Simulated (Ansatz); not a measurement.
One change: `C[NH][Al]([CH3])[SiH3]` becomes `C[NH][Al]([CH3])[F]`.

Ansatz, PBE0-D4/def2-TZVP geometries, multiplicity 1. Each molecule was computed in one conformer, which needn't be the lowest.

| property | `C[NH][Al]([CH3])[SiH3]` |
| --- | --- |
| HOMO energy (ωB97M-V/def2-TZVPP) / eV | -9.17 |
| size of the dipole moment (ωB97M-V/def2-TZVPP) / D | 1.77 |
| HOMO energy (PBE0/def2-TZVPP) / eV | -6.82 |
| HOMO–LUMO gap (ωB97M-V/def2-TZVPP) / eV | 10.02 |
| size of the dipole moment (B3LYP/def2-TZVPP) / D | 1.76 |
| LUMO energy (B3LYP/def2-TZVPP) / eV | -0.95 |

Task: Give the same properties after the change, and the shifts. (Estimate.)

Result: Ansatz gave: 
| property | `C[NH][Al]([CH3])[F]` | shift |
| --- | --- | --- |
| HOMO energy (ωB97M-V/def2-TZVPP) / eV | -9.19 | -0.02 |
| size of the dipole moment (ωB97M-V/def2-TZVPP) / D | 1.98 | 0.21 |
| HOMO energy (PBE0/def2-TZVPP) / eV | -6.84 | -0.02 |
| HOMO–LUMO gap (ωB97M-V/def2-TZVPP) / eV | 10.68 | 0.66 |
| size of the dipole moment (B3LYP/def2-TZVPP) / D | 2.04 | 0.28 |
| LUMO energy (B3LYP/def2-TZVPP) / eV | -0.25 | 0.70 |

Dipoles are sizes alone; their direction can turn.

B3LYP here is the variant with VWN-RPA as its local correlation; programs differ in this.
